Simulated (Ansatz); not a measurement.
`CCCC(C)=O` + `B[SeH]` → `B[Se]C` + `CCCC=O`  (substitution at a C–C bond)

Calculated with Ansatz (gas phase, PBE0-D4/def2-TZVP geometries, no zero-point term in ΔE). CCSD(T)/CBS adds triple-zeta CCSD(T) − MP2 to the extrapolated MP2 energy (def2 sets, frozen cores). DFT in def2-TZVPP. B3LYP here is the variant with VWN-RPA as its local correlation; programs differ in this. For Se outer-core shells are correlated without core-valence functions, which leaves a few kJ/mol of doubt a bond. Scalar relativity is left out up to krypton. Each species was taken in one conformer, which may not be the lowest.

```json
{"level": "B3LYP", "ΔE (kJ/mol)": "21.4"}
{"level": "CCSD(T)/def2-TZVPP", "ΔE (kJ/mol)": "24.3"}
```

What does CCSD(T)/CBS give? (An estimate is asked.)

Computed: +25.3 kJ/mol. The listed levels differ from it by -3.9, -1.0 kJ/mol.

Largest T1 diagnostic among the species: 0.013.

In def2-TZVPP, CCSD(T) changes the Hartree–Fock value by −4.2 kJ/mol (the triples alone add −1.1 kJ/mol) and MP2 by −6.0 kJ/mol. From PBE to PBE0 (25 % exact exchange), in def2-TZVPP and without D4, ΔE moves by +3.9 kJ/mol.
